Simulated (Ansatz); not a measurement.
Ideal-gas functions of CH₅BrOSi (`C[SiH](O)Br`) at 800 K and 1 bar, from an Ansatz frequency run at PBE0-D4/def2-TZVP.

Molar mass 141.04 g/mol, point group C1 (symmetry number 1), electronic degeneracy 1, moments of inertia 85.494, 249.728, 309.045 u Å². Harmonic wavenumbers (cm⁻¹, unscaled): 153, 165, 184, 255, 273, 410, 666, 725, 741, 807, 871, 895, 943, 1279, 1441, 1444, 2272, 3051, 3138, 3144, 3921.

Use S(trans) = R[1.5 ln M + 2.5 ln T − 1.1517]; rotational temperatures θ = 24.2544 K / I; S(rot) = R[ln(√π/σ · √(T³/θAθBθC)) + 1.5]; for each mode x = 1.438777 ν̃/T, S = R[x/(eˣ − 1) − ln(1 − e⁻ˣ)] and H = RT x/(eˣ − 1); 1 cm⁻¹ = 0.0119627 kJ/mol; R = 8.31446 J/(mol·K).

Question: By hand: the entropy, in J/(mol·K).

Answer: Translation 191.1. Rotation: θ = 0.2837, 0.0971, 0.0785 K, giving 126.1. Vibration, mode by mode: 19.07, 18.45, 17.55, 14.87, 14.31, 11.03, 7.29, 6.67, 6.52, 5.91, 5.38, 5.20, 4.85, 3.01, 2.39, 2.38, 0.72, 0.22, 0.20, 0.19, 0.06, in all 146.3. Electronic 0.0. Sum 463.5 J/(mol·K).

Question: By hand: H − E and G − E in kJ/mol, counted from the electronic energy.

Answer: Zero-point energy ½ × 26778 × 0.0119627 = 160.2; thermal vibration 58.2; translation, rotation and pV give 4 RT = 26.6. H − E = 245.0 kJ/mol, and G − E = 245.0 − 800 × 463.5/1000 = -125.8 kJ/mol.

Vibration gives 32 % of the entropy. The sum counts one conformer and one mirror image; others add a mixing term.
